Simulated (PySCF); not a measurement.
Give a GFN2-xTB geometry of `C1=CSC(C2CC2)=N1`.

```
atom  x, y, z in Å
C1     2.2047   -0.8281    0.5824
C2     2.8599    0.1373   -0.1099
S3     1.7341    1.2219   -0.8320
C4     0.4398    0.2634   -0.1225
C5    -0.9550    0.6322   -0.3316
C6    -1.9869   -0.4630   -0.4533
C7    -1.9482    0.3753    0.7757
N8     0.8552   -0.7410    0.5641
H9     2.6668   -1.6316    1.1271
H10    3.9131    0.2782   -0.2406
H11   -1.0883    1.5213   -0.9339
H12   -2.7888   -0.3196   -1.1612
H13   -1.6264   -1.4766   -0.3810
H14   -1.5625   -0.0728    1.6776
H15   -2.7220    1.1109    0.9323
```

Any rigid rotation of these coordinates is as good. Atoms count from 1 in this order. Of the pairs four or more bonds apart, N8···H14 is among the closest relative to their van der Waals radii: 2.74 Å, 100 % of the sum of Bondi's values. The C–S distances run from 1.722 Å (C2–S3, aromatic) to 1.760 Å (S3–C4, aromatic), a spread of 0.038 Å. The C–N distances run from 1.286 Å (C4–N8, aromatic) to 1.352 Å (C1–N8, aromatic), a spread of 0.066 Å. The 3-membered ring C5–C6–C7 has internal angles of 59.1° to 60.5°.

Bonds between heavy atoms (Å): C1–C2 1.357, C2–S3 1.722, S3–C4 1.760, C4–C5 1.458, C5–C6 1.510, C6–C7 1.488, C4–N8 1.286, C1–N8 1.352, C5–C7 1.510.

Structure optimised with GFN2-xTB, isolated species.

Point group: Cs (tolerance 0.08 Å). Stationary, but not proved a minimum. The numbers are those of one conformer (S3–C4–C5–C6 145°).

All values are computed, not measured.
